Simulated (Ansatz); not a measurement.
**A substitution series on B: F to Cl**

On one B centre, n of the F ligands are replaced by Cl. The atomisation energy (no zero-point term) y in kJ/mol at CCSD(T)/CBS estimate. Shapes, held fixed at every level: PBE0-D4/def2-TZVP. Programs: Ansatz 0.2.0.

| molecule | n | y (kJ/mol) |
| --- | --- | --- |
| BF3 | 0 | 1961 |
| BClF2 | 1 | ? |
| BCl2F | 2 | 1549 |
| BCl3 | 3 | 1350 |

Problem. Fit y = c + s·n to the known rows and predict BClF2.

Solution. 
1. Means of the 3 rows: n = 1.66667, y = 1620.0.
2. Σ(Δn)² = 4.6667, Σ(Δn·Δy) = -952, so the slope is -952/4.6667 = -204.
3. Intercept: 1620.0 − (-204) × 1.66667 = 1960.0. The largest residual of the fit is 3.0.
4. BClF2: 1960.0 + (-204) × 1 = 1756 kJ/mol.

The run gave 1753 kJ/mol, so the prediction is off by +3 kJ/mol, within the scatter of the fit. The steps are nearly additive. The slope is the difference between a B–Cl and a B–F bond. Other levels give for BClF2: HF/def2-TZVPP 1348; wB97X-V/def2-TZVPP 1756; MP2/def2-TZVPP 1813 kJ/mol. Spin-orbit coupling of the free atoms (F 2, Cl 4 kJ/mol each; the atoms kept shift only the intercept) is left out. The CBS estimate extrapolates MP2 from def2-TZVPP and def2-QZVPP and adds CCSD(T) − MP2 in the triple-zeta set, cores frozen.
